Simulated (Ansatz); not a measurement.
`[SiH3][O][InH2]` + `CCCCCl` → `CCC[CH](Cl)[InH2]` + `O[SiH3]`  (formal exchange of groups at the In–O bond)

Program: Ansatz. Geometries: PBE0-D4/def2-TZVP. ΔE: electronic, gas phase. CCSD(T)/CBS is the MP2 limit (def2-TZVPP, def2-QZVPP) plus CCSD(T) − MP2 in def2-TZVPP, frozen cores. Functionals use def2-TZVPP. HSE06 is defined as in plane-wave codes. def2 core potentials past Kr. For In outer-core shells are correlated without core-valence functions, which leaves a few kJ/mol of doubt a bond. Each species was taken in one conformer, which may not be the lowest.

`[SiH3][O][InH2]`:

Z-matrix (Å, degrees):
```
Si
O 1 1.622
H 1 1.490 2 110.7
H 1 1.496 2 111.8 3 120.0
H 1 1.490 2 110.8 3 -119.9
In 2 1.992 1 138.5 3 -120.0
H 6 1.702 2 110.2 1 180.0
H 6 1.706 2 112.5 1 -0.0
```

`CCCCCl`:

Cartesian coordinates in Å:
```
C -1.348 -1.369 0.390
C -0.732 -0.114 -0.203
C 0.735 0.041 0.161
C 1.395 1.269 -0.421
Cl 0.712 2.784 0.243
H -0.833 -2.268 0.042
H -1.289 -1.357 1.481
H -2.401 -1.463 0.116
H -1.281 0.768 0.139
H -0.830 -0.132 -1.295
H 0.853 0.051 1.249
H 1.297 -0.828 -0.205
H 1.262 1.322 -1.502
H 2.460 1.296 -0.196
```

`CCC[CH](Cl)[InH2]`:

Z-matrix (Å, degrees):
```
C
C 1 1.522
H 1 1.092 2 111.3
H 1 1.094 2 111.4 3 -119.8
H 1 1.097 2 112.1 3 118.2
C 2 1.527 1 114.9 3 169.9
H 2 1.096 1 109.5 3 -66.5
H 2 1.094 1 108.8 3 48.9
C 6 1.510 2 112.4 1 61.5
H 6 1.096 2 109.6 1 -60.9
H 6 1.097 2 108.8 1 -176.8
Cl 9 1.822 6 110.1 2 174.1
In 9 2.176 6 118.4 2 -74.8
H 9 1.091 6 111.0 2 58.8
H 13 1.721 9 119.7 6 145.1
H 13 1.722 9 115.4 6 -39.5
```

`O[SiH3]`:

```xyz
6

O    -1.243   -0.236   -0.202
Si    0.369   -0.094    0.105
H    -1.709    0.540   -0.514
H     1.129    0.298   -1.114
H     0.814   -1.429    0.566
H     0.641    0.921    1.159
```

| level | ΔE (kJ/mol) | difference from CCSD(T)/CBS |
| --- | --- | --- |
| PBE-QIDH | 87.4 | 4.8 |
| PBE | 87.7 | 5.1 |
| HSE06 | 88.7 | 6.1 |
| BHLYP | 104.3 | 21.7 |
| CAM-B3LYP | 101.7 | 19.1 |
| MP2/def2-SVP | 98.2 | 15.6 |
| HF/def2-TZVPP | 115.9 | 33.3 |
| MP2/def2-QZVPP | 81.2 | -1.4 |
| SCS-MP2/def2-QZVPP | 89.6 | 7.0 |
| HF/CBS(def2) | 117.8 | 35.2 |
| CCSD(T)/CBS | 82.6 | 0 |

Largest T1 diagnostic among the species: 0.015.

In def2-TZVPP, CCSD(T) changes the Hartree–Fock value by −30.8 kJ/mol (the triples alone add −4.0 kJ/mol) and MP2 by −33.9 kJ/mol. At CCSD(T), def2-SVP lies +13.9 kJ/mol from the extrapolated value and def2-TZVPP +2.5 kJ/mol.
